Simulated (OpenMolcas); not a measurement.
# Ag3+ in a point-charge field

Ag3+ among 5 point charges of -1.5 e arranged as a square pyramid (C4v), 1.78 Å from the ion, with the axial distance 1.851 Å.

```json
{
  "Program": "OpenMolcas",
  "Method": "SS-CASPT2, IPEA 0.25 Eh, imaginary shift 0.1 Eh (closed shells correlated: 4s 4p)",
  "Basis": "ANO-RCC-VDZP [6s5p3d1f]",
  "Scalar Hamiltonian": "DKH2, point nucleus",
  "Active space": "8 electrons in 5 orbitals (4d)",
  "State averaging": "2S+1 = 3 even, 10 roots; 2S+1 = 1 even, 15 roots",
  "Spin-orbit coupling": "state interaction with AMFI integrals over the reference wave functions"
}
```

The lowest spin-free states, above the lowest:

```json
{"State": "2S+1 = 3", "Degeneracy": "1", "E (cm-1)": "0", "Free-ion L (%)": "F (100)"}
{"State": "2S+1 = 3", "Degeneracy": "2", "E (cm-1)": "1660", "Free-ion L (%)": "F (96)"}
{"State": "2S+1 = 3", "Degeneracy": "1", "E (cm-1)": "2320", "Free-ion L (%)": "F (56)"}
{"State": "2S+1 = 1", "Degeneracy": "1", "E (cm-1)": "5500", "Free-ion L (%)": "G (50)"}
{"State": "2S+1 = 3", "Degeneracy": "1", "E (cm-1)": "8930", "Free-ion L (%)": "F (100)"}
{"State": "2S+1 = 3", "Degeneracy": "2", "E (cm-1)": "10190", "Free-ion L (%)": "F (97)"}
{"State": "2S+1 = 1", "Degeneracy": "1", "E (cm-1)": "12620", "Free-ion L (%)": "G (100)"}
{"State": "2S+1 = 1", "Degeneracy": "1", "E (cm-1)": "13200", "Free-ion L (%)": "D (76)"}
{"State": "2S+1 = 1", "Degeneracy": "2", "E (cm-1)": "14430", "Free-ion L (%)": "D (76)"}
{"State": "2S+1 = 1", "Degeneracy": "1", "E (cm-1)": "20280", "Free-ion L (%)": "G (52)"}
{"State": "2S+1 = 3", "Degeneracy": "1", "E (cm-1)": "20590", "Free-ion L (%)": "P (56)"}
{"State": "2S+1 = 1", "Degeneracy": "1", "E (cm-1)": "20880", "Free-ion L (%)": "D (87)"}
{"State": "2S+1 = 1", "Degeneracy": "2", "E (cm-1)": "25370", "Free-ion L (%)": "G (81)"}
{"State": "2S+1 = 3", "Degeneracy": "2", "E (cm-1)": "26260", "Free-ion L (%)": "P (93)"}
{"State": "2S+1 = 1", "Degeneracy": "1", "E (cm-1)": "32350", "Free-ion L (%)": "G (76)"}
{"State": "2S+1 = 1", "Degeneracy": "1", "E (cm-1)": "32800", "Free-ion L (%)": "G (87)"}
{"State": "2S+1 = 1", "Degeneracy": "2", "E (cm-1)": "33610", "Free-ion L (%)": "G (94)"}
{"State": "2S+1 = 1", "Degeneracy": "1", "E (cm-1)": "33900", "Free-ion L (%)": "G (97)"}
{"State": "2S+1 = 1", "Degeneracy": "1", "E (cm-1)": "53540", "Free-ion L (%)": "S (95)"}
```

The lowest levels with spin-orbit coupling:

| E (cm-1) | Degeneracy | 2S+1 | g |
| --- | --- | --- | --- |
| 0 | 1 | 3 |  |
| 16 | 2 | 3 | 0.00 0.00 4.62 |
| 590 | 1 | 3 |  |
| 1080 | 1 | 3 |  |
| 2000 | 1 | 3 (76 %) |  |
| 2870 | 2 | 3 | 0.00 0.00 0.92 |
| 4150 | 1 | 3 |  |
| 5050 | 2 | 3 | 0.00 0.00 1.49 |
| 6020 | 1 | 3 |  |
| 8480 | 1 | 1 (64 %) |  |
| 8640 | 1 | 3 |  |
| 9490 | 2 | 3 | 0.00 0.00 1.47 |
| 11820 | 1 | 3 |  |
| 12330 | 1 | 3 (84 %) |  |
| 12360 | 2 | 3 (75 %) | 0.00 0.00 1.01 |
| 12360 | 1 | 3 |  |
| 12730 | 1 | 3 (61 %) |  |
| 14880 | 1 | 1 |  |
| 16830 | 1 | 1 (53 %) |  |
| 16850 | 2 | 1 (60 %) | 0.00 0.00 0.85 |

Powder χT (cm3 K/mol): 0.478 at 2 K, 1.9 at 10 K, 2.37 at 50 K, 2.42 at 100 K, 2.53 at 200 K, 2.63 at 300 K. The effective moment at 300 K is 2.828 √(χT) = 4.59 μB.

The lowest level has 2S+1 = 3, for which the spin-only value is χT = S(S+1) / 2 = 1.000 cm3 K/mol (g = 2). The computed 2.632 at 300 K differs by +1.632, through orbital momentum, spin-orbit coupling and any other state in reach.

Real 4d8 and 5d8 ions are as a rule square planar and diamagnetic. This shell can be high or low spin here, a state of another spin lies low, and with metal d orbitals alone active their balance is uncertain, so the ground spin may be wrong. Point charges give a weaker field than real ligands, and real ions of this kind are as a rule low spin; the high spin found here belongs to the model. Free-ion shares, where given, are those of the reference states; single-state CASPT2 does not remix them. Point charges carry no covalency, so the field is a model and not that of real ligands. An unlabelled pair can be two single states that coincide in this model. No measured value stands beside these numbers.

A state without a sure symmetry label is named by its multiplicity alone. With an even number of electrons the g values are those of a degenerate or nearly degenerate non-Kramers pair.
